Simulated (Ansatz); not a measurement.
Start from `[CH3][In]([I])[I]` and change one element to get `[CH3][Al]([I])[I]`.

Ansatz, PBE0-D4/def2-TZVP geometries, multiplicity 1. 

Elements past krypton have def2 core potentials.  Spin–orbit coupling is left out; it splits and shifts lone-pair levels of the heavy atoms by tenths of an eV.

```json
{"property": "HOMO–LUMO gap (PBE0/def2-TZVPP) / eV", "`[CH3][In]([I])[I]`": "5.53"}
{"property": "HOMO–LUMO gap (PBE/def2-TZVPP) / eV", "`[CH3][In]([I])[I]`": "3.64"}
{"property": "size of the dipole moment (B3LYP/def2-TZVPP) / D", "`[CH3][In]([I])[I]`": "2.75"}
{"property": "HOMO energy (ωB97M-V/def2-TZVPP) / eV", "`[CH3][In]([I])[I]`": "-9.54"}
{"property": "HOMO energy (B3LYP/def2-TZVPP) / eV", "`[CH3][In]([I])[I]`": "-7.20"}
{"property": "HOMO energy (PBE0/def2-TZVPP) / eV", "`[CH3][In]([I])[I]`": "-7.46"}
```

Task: What does the change do to each property? (Estimate.)

Result: Computed: 
```
                                        property  `[CH3][Al]([I])[I]`  shift
            HOMO–LUMO gap (PBE0/def2-TZVPP) / eV                 6.13   0.60
             HOMO–LUMO gap (PBE/def2-TZVPP) / eV                 4.31   0.67
size of the dipole moment (B3LYP/def2-TZVPP) / D                 1.66  -1.09
           HOMO energy (ωB97M-V/def2-TZVPP) / eV                -9.69  -0.15
             HOMO energy (B3LYP/def2-TZVPP) / eV                -7.34  -0.14
              HOMO energy (PBE0/def2-TZVPP) / eV                -7.60  -0.14
```

With PBE0 the HOMO falls by 0.14 eV and the LUMO rises by 0.46 eV, so the gap widens by about 0.60 eV. PBE moves the HOMO by -0.13 eV and ωB97M-V by -0.15 eV. Dipoles are sizes alone; their direction can turn.

Positive LUMOs are unbound, so they and the gaps depend on the basis.

B3LYP here is the variant with VWN-RPA as its local correlation; programs differ in this.
